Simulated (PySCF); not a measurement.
# Relaxation of quartet H₂MnO

These are results of UPBE0/[Mn def2-TZVP, O def2-TZVP, H def2-TZVP], no relativity, density fitting, PySCF, not measurements. A (50,194) grid was used.

A hand-made trigonal planar start, of C2v symmetry, held to at least that symmetry:

Coordinates in bohr (charge 0 multiplicity 4):
```
Mn    0.3159    0.5472    0.0000
O    -1.2148   -2.1041    0.0000
H     3.1694    0.5471    0.0000
H    -1.1108    3.0184    0.0000
```

Question: What forces act on the atoms at the start (eV/Å)?

Answer: 
```tsv
atom	Fx	Fy	Fz
Mn1	-1.59	-2.75	0.00
O2	1.08	1.88	0.00
H3	1.25	-0.13	0.00
H4	-0.74	1.01	0.00
```

Question: What does it relax to?

Answer: It ends at C2v with Mn–H 1.599 Å (×2), Mn–O 1.559 Å; H–Mn–H 129.3°, H–Mn–O 115.3° (×2). A frequency run shows 1 imaginary mode, down to 168i cm⁻¹, so it is a saddle point. Other isomers or separated fragments may lie lower.

Question: How much energy is released, and in how many steps?

Answer: 18.7 kJ/mol in 8 steps.

The determinant is spin-contaminated (⟨S²⟩ = 3.97, pure value 3.75). With open d or f shells other occupations or spin states may lie lower.

The relaxation took about 40 core-seconds on a shared host.
